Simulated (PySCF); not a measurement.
## Partial charges of `CNC(=O)[C@@H](C)OC[SiH3]`

Compound: C5H13NO2Si.
Cartesian coordinates in Å at the GFN2-xTB level; atoms count from 1:
```xyz
22
C5H13NO2Si angstrom
C     -2.180    1.709   -1.067
N     -1.263    0.673   -0.670
C     -1.457   -0.119    0.400
O     -2.429   -0.069    1.124
C     -0.330   -1.144    0.594
C     -0.668   -2.406   -0.196
O      0.915   -0.650    0.135
C      1.521    0.291    1.004
Si     3.091    0.855    0.085
H     -1.709    2.692   -1.005
H     -3.028    1.670   -0.384
H     -2.530    1.543   -2.088
H     -0.401    0.556   -1.185
H     -0.270   -1.382    1.667
H     -1.634   -2.788    0.121
H     -0.702   -2.178   -1.259
H      0.095   -3.162   -0.027
H      1.745   -0.182    1.969
H      0.835    1.122    1.212
H      3.908   -0.320   -0.201
H      3.808    1.809    0.933
H      2.674    1.498   -1.163
```

Density: PBE0/pcSseg-1 (PySCF); schemes: Mulliken, IAO, Hirshfeld and ESP-fitted. Isolated species at its GFN2-xTB geometry (one conformer only).

Give the atomic charges in each scheme.

In e:

```json
{"atom": "C1", "environment": "N-methyl carbon", "Mulliken": "-0.081", "IAO": "-0.316", "Hirshfeld": "-0.062", "ESP-fitted": "-0.243"}
{"atom": "N2", "environment": "amide nitrogen", "Mulliken": "-0.509", "IAO": "-0.337", "Hirshfeld": "-0.102", "ESP-fitted": "-0.151"}
{"atom": "C3", "environment": "amide carbonyl carbon", "Mulliken": "+0.397", "IAO": "+0.405", "Hirshfeld": "+0.159", "ESP-fitted": "+0.346"}
{"atom": "O4", "environment": "amide oxygen", "Mulliken": "-0.436", "IAO": "-0.515", "Hirshfeld": "-0.299", "ESP-fitted": "-0.526"}
{"atom": "C5", "environment": "sp3 carbon bound to oxygen", "Mulliken": "-0.001", "IAO": "+0.046", "Hirshfeld": "+0.039", "ESP-fitted": "+0.258"}
{"atom": "C6", "environment": "methyl carbon", "Mulliken": "-0.193", "IAO": "-0.420", "Hirshfeld": "-0.122", "ESP-fitted": "-0.461"}
{"atom": "O7", "environment": "ether oxygen", "Mulliken": "-0.531", "IAO": "-0.402", "Hirshfeld": "-0.127", "ESP-fitted": "-0.356"}
{"atom": "C8", "environment": "sp3 carbon bound to oxygen", "Mulliken": "-0.243", "IAO": "-0.331", "Hirshfeld": "-0.089", "ESP-fitted": "-0.126"}
{"atom": "Si9", "environment": "SiH3 silicon", "Mulliken": "+0.524", "IAO": "+0.623", "Hirshfeld": "+0.317", "ESP-fitted": "+0.354"}
{"atom": "H10", "environment": "methyl hydrogen", "Mulliken": "+0.115", "IAO": "+0.143", "Hirshfeld": "+0.046", "ESP-fitted": "+0.094"}
{"atom": "H11", "environment": "methyl hydrogen", "Mulliken": "+0.138", "IAO": "+0.177", "Hirshfeld": "+0.049", "ESP-fitted": "+0.143"}
{"atom": "H12", "environment": "methyl hydrogen", "Mulliken": "+0.117", "IAO": "+0.146", "Hirshfeld": "+0.047", "ESP-fitted": "+0.090"}
{"atom": "H13", "environment": "amide N–H hydrogen", "Mulliken": "+0.211", "IAO": "+0.274", "Hirshfeld": "+0.119", "ESP-fitted": "+0.222"}
{"atom": "H14", "environment": "methine hydrogen", "Mulliken": "+0.119", "IAO": "+0.137", "Hirshfeld": "+0.042", "ESP-fitted": "+0.042"}
{"atom": "H15", "environment": "methyl hydrogen", "Mulliken": "+0.133", "IAO": "+0.159", "Hirshfeld": "+0.051", "ESP-fitted": "+0.154"}
{"atom": "H16", "environment": "methyl hydrogen", "Mulliken": "+0.111", "IAO": "+0.145", "Hirshfeld": "+0.039", "ESP-fitted": "+0.102"}
{"atom": "H17", "environment": "methyl hydrogen", "Mulliken": "+0.127", "IAO": "+0.152", "Hirshfeld": "+0.046", "ESP-fitted": "+0.143"}
{"atom": "H18", "environment": "methylene hydrogen", "Mulliken": "+0.131", "IAO": "+0.133", "Hirshfeld": "+0.038", "ESP-fitted": "+0.105"}
{"atom": "H19", "environment": "methylene hydrogen", "Mulliken": "+0.132", "IAO": "+0.131", "Hirshfeld": "+0.032", "ESP-fitted": "+0.066"}
{"atom": "H20", "environment": "Si–H hydrogen", "Mulliken": "-0.075", "IAO": "-0.110", "Hirshfeld": "-0.071", "ESP-fitted": "-0.075"}
{"atom": "H21", "environment": "Si–H hydrogen", "Mulliken": "-0.092", "IAO": "-0.122", "Hirshfeld": "-0.076", "ESP-fitted": "-0.095"}
{"atom": "H22", "environment": "Si–H hydrogen", "Mulliken": "-0.093", "IAO": "-0.120", "Hirshfeld": "-0.076", "ESP-fitted": "-0.086"}
```

Mean size of the charges over all atoms: IAO 0.243 e, Mulliken 0.205 e, ESP-fitted 0.193 e, Hirshfeld 0.093 e. Each set sums to the total charge, 0, to within 0.001 e. The IAO scheme projects the occupied orbitals on a minimal set of polarised atomic orbitals and counts the electrons in each atom's part of it.

Lowest charge. The schemes don't all agree: Mulliken O7 (-0.531); IAO O4 (-0.515); Hirshfeld O4 (-0.299); ESP-fitted O4 (-0.526).

Highest charge. All schemes agree: Mulliken Si9 (+0.524); IAO Si9 (+0.623); Hirshfeld Si9 (+0.317); ESP-fitted Si9 (+0.354).

Sum the charges by element, for elements with more than one atom.

| element | atoms | Mulliken | IAO | Hirshfeld | ESP-fitted |
| --- | --- | --- | --- | --- | --- |
| C | 5 | -0.122 | -0.615 | -0.074 | -0.225 |
| O | 2 | -0.968 | -0.917 | -0.425 | -0.882 |
| H | 13 | +1.074 | +1.246 | +0.286 | +0.905 |

How many electrons does the Hirshfeld scheme count on C8?

Z − q = 6 − (-0.089) = 6.089.
